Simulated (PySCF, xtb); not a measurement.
Si(H)2(OAc)(OH) (C2H6O3Si), SMILES CC(=O)O[SiH2]O. One conformer was computed; it need not be the lowest.

Harmonic wavenumbers (cm⁻¹) from GFN2-xTB (xtb) at its own minimum, in rising order: 58, 73, 96, 105, 160, 255, 357, 550, 580, 594, 624, 718, 769, 782, 803, 924, 965, 1004, 1012, 1229, 1363, 1445, 1445, 1776, 2309, 2385, 3028, 3036, 3066, 3655.

Problem. What does PBE-D3(BJ)/def2-SVP (PySCF) give at its own minimum? (An estimate is asked for; the answer gives what the named calculation found.)

Solution. 85, 99, 107, 129, 219, 293, 375, 564, 587, 634, 728, 758, 825, 871, 889, 898, 954, 976, 1010, 1257, 1337, 1386, 1394, 1753, 2192, 2252, 2993, 3077, 3127, 3771. Paired by order, the mean absolute difference is 47 cm⁻¹ and the zero-point energies are 50.3 and 50.8 kcal/mol.
